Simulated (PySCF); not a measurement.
Two species compared at the same levels of theory.

First species: 2,5-dimethylpyrrole, C₆H₉N.
InChI=1S/C6H9N/c1-5-3-4-6(2)7-5/h3-4,7H,1-2H3

Second species: CH3CF2CN, C3H3F2N.
SMILES: `CC(F)(F)C#N`

Levels: CAM-B3LYP/def2-SVPD for dipole moment, HOMO energy, LUMO energy, HOMO–LUMO gap, static isotropic polarisability and electronic spatial extent ⟨r²⟩ about the centre of nuclear charge; TDDFT CAM-B3LYP/def2-SVPD for lowest singlet excitation; TDA CAM-B3LYP/def2-SVPD for lowest triplet excitation (Tamm–Dancoff); ΔSCF CAM-B3LYP/def2-SVPD for vertical ionisation energy; PBE0-D3(BJ)/def2-SVP for rotational constant A and rotational constant C. Geometries: PBE0-D3(BJ)/def2-SVP. All species are isolated and taken at one optimised geometry, non-relativistic unless stated; the electronic structure was computed with PySCF and density fitting.

Values for the first species:

| Quantity | Value |
| --- | --- |
| Dipole moment | 1.99 D |
| HOMO energy | -6.80 eV |
| LUMO energy | 1.28 eV |
| HOMO–LUMO gap | 8.08 eV |
| Lowest singlet excitation | 5.32 eV |
| Lowest triplet excitation (Tamm–Dancoff) | 4.08 eV |
| Static isotropic polarisability | 78.7 au |
| Vertical ionisation energy | 7.50 eV |
| Electronic spatial extent ⟨r²⟩ about the centre of nuclear charge | 811 bohr² |
| Rotational constant A | 6.299 GHz |
| Rotational constant C | 1.562 GHz |

(1) Estimate the same properties for the second species, and the change in each.

Answers

(1) 
```csv
property,first,second,second less first
dipole moment,1.99 D,3.31 D,+1.32 D
HOMO energy,-6.80 eV,-11.98 eV,-5.18 eV
LUMO energy,1.28 eV,0.72 eV,-0.56 eV
HOMO–LUMO gap,8.08 eV,12.70 eV,+4.62 eV
lowest singlet excitation,5.32 eV,7.49 eV,+2.17 eV
lowest triplet excitation (Tamm–Dancoff),4.08 eV,6.12 eV,+2.04 eV
static isotropic polarisability,78.7 au,41.8 au,-36.9 au
vertical ionisation energy,7.50 eV,13.20 eV,+5.70 eV
electronic spatial extent ⟨r²⟩ about the centre of nuclear charge,811 bohr²,501 bohr²,-310 bohr²
rotational constant A,6.299 GHz,5.234 GHz,-1.065 GHz
rotational constant C,1.562 GHz,2.838 GHz,+1.276 GHz
```

On the first: No computed singlet falls in the visible range (750 to 380 nm, 1.65 to 3.26 eV); S1 lies 2.06 eV above its blue end. S1 lies 2.76 eV below the HOMO–LUMO gap; its leading configuration is HOMO→LUMO, weight 0.95.

On the second: In atomic units the dipole is 1.30 e·bohr (1 au = 2.5417 D). The 10 singlets span 7.49 to 10.39 eV, and their oscillator strengths add up to 0.17.
